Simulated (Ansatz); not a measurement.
Molecule (SMILES): [BH] (BH) (closed-shell singlet).
Atoms: B1, H2. Bonds: B1-H2.

Basis-set convergence of the highest harmonic wavenumber at HF with Ansatz (a program for electronic structure). Each level at its own minimum, finite differences of forces, unscaled; the reference is a large set that could be run, not a limit. All functions are spherical. The program fits the integrals of some runs and decomposes those of others, by size. Core-valence sets carry the plain set on hydrogen. A restricted Hartree-Fock determinant is unstable towards unrestricted orbitals. No added dispersion term, no relativity. Reference: the value in aug-pcseg-3, 2493 cm⁻¹, itself unsure by roughly 2 cm⁻¹ (its mean distance from aug-cc-pVQZ, def2-QZVPPD, pcseg-3). Deviations are taken from unrounded values.

| basis | functions | highest harmonic wavenumber (cm⁻¹) | minus reference (cm⁻¹) |
|---|---|---|---|
| def2-SV(P) | 16 | 2577 | 84 |
| def2-SVP | 19 | 2558 | 65 |
| aug-pcseg-1 | 32 | 2563 | 70 |
| def2-TZVP | 37 | 2492 | -1 |
| def2-TZVPP | 45 | 2492 | -1 |
| cc-pCVTZ | 57 | 2483 | -10 |
| aug-pcseg-2 | 69 | 2494 | 1 |
| def2-QZVPP | 87 | 2490 | -3 |
| aug-pcseg-3 | 134 | 2493 | 0 |

The smallest set listed that lies within 50 cm⁻¹ of the reference with all its larger relatives (same family, alike in diffuse functions; a set with none counts only in the reference's own line) is def2-TZVP (37 functions, -1 cm⁻¹ off). Inside, with no larger relative to test it: cc-pCVTZ.
